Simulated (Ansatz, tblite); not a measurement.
Cost and result up the ladder for (AgF)2 ring (Ag₂F₂) (4 atoms). The state is a singlet with charge 0. Geometry: r2SCAN-D4/def2-TZVP.

```xyz
4

Ag    0.836    0.844    0.832
F     1.343   -0.578   -0.763
Ag   -0.836   -0.846   -0.829
F    -1.343    0.580    0.761
```

Ansatz on 4 threads of Arm Neoverse V1 on a shared host; xTB runs through tblite on one thread. Times are rough, summed over both states, and most runs start from the orbitals of an earlier one. PBE0-D4/def2-TZVP serves as the yardstick here, not as an exact answer. The other state is a doublet.

In the def2 sets Ag takes a core potential; there is no spin–orbit coupling. The xTB rows come from tblite.

Raw xTB energies of ions are shifted by several eV.

| level | functions | wall time |
| --- | --- | --- |
| GFN2-xTB | 26 | 0.005 s |
| GFN1-xTB | 26 | 0.006 s |
| PBE-D4/def2-TZVP | 142 | 3.3 s |
| PBE0-D4/def2-TZVP | 142 | 4.4 s |
| r2SCAN-D4/def2-TZVP | 142 | 7.3 s |

Task: Estimate what each level gives for the vertical IE (eV).

Result: 
```tsv
level	vertical IE (eV)	difference from PBE0-D4/def2-TZVP (eV)
GFN2-xTB	13.92	4.30
GFN1-xTB	14.97	5.35
PBE-D4/def2-TZVP	9.21	-0.41
PBE0-D4/def2-TZVP	9.62	0.00
r2SCAN-D4/def2-TZVP	9.25	-0.36
```
